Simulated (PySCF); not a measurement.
Steps of a relaxation of Lu(NH2)3

Lu(NH2)3 (singlet in the valence; each metal's 4f electrons, 14 of them, lie in its core potential, out of spins and levels). PySCF 2.14.0, RKS PBE0, Lu lcecp-1-SVP with ECP60, N def2-SVP, H def2-SVP; non-relativistic Hamiltonian with scalar-relativistic core potentials where named; density fitting; no spin-orbit coupling. Origin of the start: displaced along the imaginary mode. Columns: position (Å) and force (eV/Å). Energies are counted from the last step; some of the 47 steps are shown. Forces carry noise of the integration grid, about 0.01 to 0.03 eV/Å.

Run from Python with OMP_NUM_THREADS=2. Where DIIS fails, smearing, a level shift and second-order steps follow.
It took 3.5 min on 2 threads of Intel(R) Xeon(R) 6975P-C (Granite Rapids), with other jobs on the host, from the converged density of the start.

```xyz
10
step 0  E = 0.845 eV
Lu    0.0000    0.0000    0.0000    -0.01    0.00    0.01
N     2.1491    0.0000   -0.0150     0.02    0.00   -0.13
H     2.7605    0.0283    0.8020    -0.02    0.02   -0.02
H     2.7902   -0.0283   -0.8077    -0.01   -0.02    0.01
N    -1.0745    1.8612    0.0088    -0.47    0.77    0.06
H    -1.5840    2.3003    0.8065     0.34   -0.35   -0.91
H    -1.1913    2.5068   -0.8032     0.14   -0.45    0.93
N    -1.0745   -1.8611    0.0061    -0.57   -0.95    0.04
H    -1.6072   -2.2838    0.8060     0.47    0.40   -1.13
H    -1.1682   -2.5232   -0.8037     0.12    0.59    1.14
```

```xyz
10
step 15  E = 0.145 eV
Lu   -0.0059   -0.0278    0.0491    -0.19   -0.02   -0.04
N     2.1010   -0.0077   -0.2543     0.24    0.54    0.87
H     2.6793    0.4878    0.4573    -0.38   -0.29   -0.64
H     2.7661   -0.3793   -0.9180     0.20   -0.21   -0.20
N    -1.0368    1.8379    0.1731     0.10    0.25   -0.09
H    -2.0319    2.0111    0.3402     0.19    0.00   -0.03
H    -0.6182    2.7590   -0.0221    -0.22   -0.37    0.14
N    -1.0912   -1.8633    0.0602     0.19   -0.25   -0.06
H    -2.0895   -2.0246    0.2024     0.08   -0.02   -0.03
H    -0.6730   -2.7931   -0.0879    -0.23    0.36    0.07
```

```xyz
10
step 31  E = 0.023 eV
Lu    0.0328    0.0371    0.0025    -0.07   -0.10   -0.04
N     2.1510   -0.0244   -0.2050     0.13   -0.03   -0.08
H     2.8262    0.7238   -0.0420    -0.02   -0.02   -0.03
H     2.7063   -0.8130   -0.5528    -0.13    0.13    0.14
N    -1.0965    1.8321    0.1984    -0.20   -0.05    0.09
H    -2.1170    1.9012    0.2827     0.25   -0.04   -0.04
H    -0.7605    2.7884    0.2883     0.04    0.11   -0.03
N    -1.0330   -1.7976   -0.0144     0.13   -0.08    0.07
H    -2.0457   -1.8977    0.0128    -0.10   -0.03   -0.01
H    -0.6636   -2.7500    0.0295    -0.03    0.12   -0.06
```

Question: Where does the relaxation end?

Answer: It converges at step 46 in Cs, nearly D3h:
```xyz
10
step 46  E = 0
Lu   -0.0053    0.0107   -0.0356
N     2.1122    0.0073   -0.2157
H     2.7470    0.8055   -0.1955
H     2.7124   -0.8118   -0.3120
N    -1.0582    1.8384    0.2228
H    -2.0631    1.9570    0.3517
H    -0.6710    2.7820    0.2446
N    -1.0573   -1.8359   -0.0272
H    -2.0630   -1.9827    0.0614
H    -0.6537   -2.7704   -0.0946
```

Question: How did the contacts change?

Answer: 
```json
{"contact": "Lu1–N2 (NH2)", "start (Å)": "2.149", "end (Å)": "2.125"}
{"contact": "Lu1–N5 (NH2)", "start (Å)": "2.149", "end (Å)": "2.125"}
{"contact": "Lu1–N8 (NH2)", "start (Å)": "2.149", "end (Å)": "2.125"}
```


An lcecp potential fixes the number of 4f electrons, so in runs with it no electron can move into or out of that shell.
